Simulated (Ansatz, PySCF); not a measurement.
Zn(Br)(NMe2) (C2H6BrNZn), SMILES C[N](C)[Zn][Br]. Atoms are numbered in the order given.

```xyz
11

Zn     0.0206    -0.1217    -0.0102
Br    -0.3499     1.9297    -0.8519
N      0.2397    -1.8218     0.6024
C     -0.3529    -2.2744     1.8390
C      1.2968    -2.6802     0.1221
H     -0.7823    -3.2934     1.7321
H      0.3730    -2.3258     2.6812
H     -1.1752    -1.6129     2.1579
H      2.1514    -2.7633     0.8303
H      0.9304    -3.7146    -0.0504
H      1.7032    -2.3209    -0.8378
```
Charge 0, spin multiplicity 1.

Geometry optimised at B3LYP-D3(BJ)/def2-SVP. The structure was generated by enumeration; whether it is a known compound was not checked. The values are those of a single conformer.

Two levels are set side by side: PBE-D3(BJ)/def2-SVP (Ansatz, a program for electronic structure) and B3LYP-D3(BJ)/def2-SVP (Ansatz). Each level has its own optimised geometry; the coordinates shown are those of the second. Frequencies come from the Hessian of PySCF at each geometry. Differences are taken from unrounded values.

```json
[
 {"quantity": "mean bond length (Å)", "B3LYP-D3(BJ)": "1.361", "PBE-D3(BJ)": "1.366", "PBE-D3(BJ) minus B3LYP-D3(BJ)": "0.005"},
 {"quantity": "bond Zn1–Br2 (Å)", "B3LYP-D3(BJ)": "2.248", "PBE-D3(BJ)": "2.244", "PBE-D3(BJ) minus B3LYP-D3(BJ)": "-0.004"},
 {"quantity": "bond Zn1–N3 (Å)", "B3LYP-D3(BJ)": "1.820", "PBE-D3(BJ)": "1.824", "PBE-D3(BJ) minus B3LYP-D3(BJ)": "0.003"},
 {"quantity": "bond N3–C4 (Å)", "B3LYP-D3(BJ)": "1.444", "PBE-D3(BJ)": "1.446", "PBE-D3(BJ) minus B3LYP-D3(BJ)": "0.002"},
 {"quantity": "bond N3–C5 (Å)", "B3LYP-D3(BJ)": "1.444", "PBE-D3(BJ)": "1.446", "PBE-D3(BJ) minus B3LYP-D3(BJ)": "0.002"},
 {"quantity": "bond C4–H6 (Å)", "B3LYP-D3(BJ)": "1.111", "PBE-D3(BJ)": "1.119", "PBE-D3(BJ) minus B3LYP-D3(BJ)": "0.008"},
 {"quantity": "bond C4–H7 (Å)", "B3LYP-D3(BJ)": "1.113", "PBE-D3(BJ)": "1.122", "PBE-D3(BJ) minus B3LYP-D3(BJ)": "0.009"},
 {"quantity": "bond C4–H8 (Å)", "B3LYP-D3(BJ)": "1.103", "PBE-D3(BJ)": "1.110", "PBE-D3(BJ) minus B3LYP-D3(BJ)": "0.008"},
 {"quantity": "bond C5–H9 (Å)", "B3LYP-D3(BJ)": "1.113", "PBE-D3(BJ)": "1.122", "PBE-D3(BJ) minus B3LYP-D3(BJ)": "0.009"},
 {"quantity": "bond C5–H10 (Å)", "B3LYP-D3(BJ)": "1.111", "PBE-D3(BJ)": "1.119", "PBE-D3(BJ) minus B3LYP-D3(BJ)": "0.008"},
 {"quantity": "bond C5–H11 (Å)", "B3LYP-D3(BJ)": "1.103", "PBE-D3(BJ)": "1.110", "PBE-D3(BJ) minus B3LYP-D3(BJ)": "0.008"},
 {"quantity": "highest harmonic wavenumber (cm⁻¹)", "B3LYP-D3(BJ)": "3076", "PBE-D3(BJ)": "3023", "PBE-D3(BJ) minus B3LYP-D3(BJ)": "-53"},
 {"quantity": "mean harmonic wavenumber (cm⁻¹)", "B3LYP-D3(BJ)": "1322", "PBE-D3(BJ)": "1289", "PBE-D3(BJ) minus B3LYP-D3(BJ)": "-33"},
 {"quantity": "zero-point energy (kcal/mol)", "B3LYP-D3(BJ)": "51.05", "PBE-D3(BJ)": "49.77", "PBE-D3(BJ) minus B3LYP-D3(BJ)": "-1.28"}
]
```

Exact exchange shortens and stiffens bonds; PBE has none. Differences between two approximate levels are no errors against the true value.
